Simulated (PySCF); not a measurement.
Isomers of C8H8, one GFN2-xTB conformer each. Single-point energies are computed at PBE0/pcSseg-1 (PySCF, gas phase, no added dispersion term), electronic only.

| SMILES | GFN2-xTB relative energy (kJ/mol) |
| --- | --- |
| C#CC(=C)[C@@H]1[C@@H]2C[C@@H]21 | 29.6 |
| C#CC#CCCC=C | 0.0 |

Conformers: `[CH:1]#[C:2][C:3](=[CH2:4])[C@@H:5]1[C@@H:6]2[CH2:7][C@H:8]12` with C2–C3–C5–C6 153°; `[CH:1]#[C:2][C:3]#[C:4][CH2:5][CH2:6][CH:7]=[CH2:8]` with C4–C5–C6–C7 -179°, C5–C6–C7–C8 -118°.

Q: What does PBE0/pcSseg-1 give for the same structures?

A: 
```csv
SMILES,PBE0/pcSseg-1 E (Eh),PBE0/pcSseg-1 (kJ/mol),GFN2-xTB (kJ/mol),point group
C#CC#CCCC=C,-309.08974,0.0,0.0,C1
C#CC(=C)[C@@H]1[C@@H]2C[C@@H]21,-309.07553,37.3,29.6,C1
```

Both levels put the same isomer lowest. As drawn, the higher has a three-membered ring, which the lower lacks.

Q: Which frontier levels, dipoles and rotational constants go with these structures?

A: 
```
                         SMILES  HOMO (eV, PBE0/pcSseg-1)  LUMO (eV)  dipole (D)        A, B, C (MHz)
                    C#CC#CCCC=C                     -7.17      -0.50        1.16  12946, 613.1, 600.6
C#CC(=C)[C@@H]1[C@@H]2C[C@@H]21                     -6.95      -0.70        1.10     4209, 1544, 1317
```
